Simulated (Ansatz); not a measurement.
The molecule HfAs, multiplicity 4 (an upper state: multiplicity 2 came lower at PBE0/def2-TZVPP). No spin–orbit coupling. As is treated without relativity.

Constants: fifth-degree fit in 1/R to seven points, most abundant isotopes. Runs in def2 and cc sets follow the lowest solution found near the PBE0 minimum.

The values were computed with Ansatz (Gaussian orbitals). Values without a source in brackets are computed. In def2 rows elements past Kr take small-core potentials, without spin–orbit coupling.

```json
[
 {"level": "PBE/def2-TZVPP", "r_e (Å)": "2.466", "ω_e (cm⁻¹)": "___", "ω_e x_e (cm⁻¹)": "0.52", "dipole (D)": "4.05"},
 {"level": "PBE0/def2-TZVPP", "r_e (Å)": "2.447", "ω_e (cm⁻¹)": "279", "ω_e x_e (cm⁻¹)": "0.53", "dipole (D)": "4.81"},
 {"level": "wB97X-V/def2-TZVPP", "r_e (Å)": "___", "ω_e (cm⁻¹)": "___", "ω_e x_e (cm⁻¹)": "0.65", "dipole (D)": "5.39"}
]
```

Question: Complete the blanks.

Answer: 
- wB97X-V/def2-TZVPP, r_e (Å): 2.443
- wB97X-V/def2-TZVPP, ω_e (cm⁻¹): 283
- PBE/def2-TZVPP, ω_e (cm⁻¹): 267

Ansatz is a quantum-chemistry and plane-wave program.
